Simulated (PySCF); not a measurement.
Two-dimensional NMR puzzle

Compound of formula C₅H₆F₂OSi. Correlations simulated from computed shifts and the bond graph:

HSQC (one-bond C–H):
```
  δH     δC
7.13  154.4
6.80  122.4
6.52  138.4
4.67   95.9
```

COSY cross peaks (H two or three bonds apart, from the bond graph; peaks can be absent where the dihedral angle is near 90°):
```
  δH    δH
7.13  6.52
6.52  4.77
4.77  4.67
```

HMBC (two and three bonds, from the bond graph):
```
  δH                         δC
7.13         171.4, 138.4, 95.9
6.80                      171.4
6.52         171.4, 154.4, 95.9
4.77  171.4, 154.4, 138.4, 95.9
4.67        171.4, 154.4, 138.4
```

Carbons without hydrogens: δ 171.4.

Single conformer, averaged over atoms made equivalent by symmetry, fast rotation or ring inversion, non-relativistic Hamiltonian, gas phase. Structure optimised with GFN2-xTB; σ from GIAO-PBE0/pcSseg-1; PySCF.

References, each an isolated molecule treated in the same way: ¹H (31.72 ppm) and ¹³C (186.93 ppm) against TMS.

Exchangeable hydrogens are left out of these lists.

**Question.** Which molecule is this?

**Answer.** `FC(F)OC1=C[SiH2]C=C1`.

Atoms are numbered as in `[F:1][CH:2]([F:3])[O:4][C:5]1=[CH:6][SiH2:7][CH:8]=[CH:9]1`. Each H is labelled by its parent atom.

1. δC 171.4 is C5, an alkene carbon bearing oxygen.
2. δC 154.4 is C9, an alkene CH (δH 7.13).
3. δC 138.4 is C8, an alkene CH (δH 6.52).
4. δC 122.4 is C2, an sp3 CH bonded to 2 F and O (δH 6.80).
5. δC 95.9 is C6, a β carbon of an enol-ether or enamine type C=C (δH 4.67).
6. HMBC from δH 7.13 reaches the proton-free carbon C5.
7. HMBC from δH 6.80 reaches the proton-free carbon C5.
8. HMBC from δH 6.52 reaches the proton-free carbon C5.
9. HMBC from δH 4.77 reaches the proton-free carbon C5.
10. COSY links 7.13–6.52, 6.52–4.77, 4.77–4.67.

The data come from this structure; uniqueness wasn't tested.

Shifts are as computed. Against solution values, carbons near 30 ppm lie about +3 ppm off and those near 130 ppm about +5 ppm. Of 1211 compounds with measured shifts, 218 miss one by over three times the rms of a fit or turn the order of signals round; such compounds aren't used in these exercises.
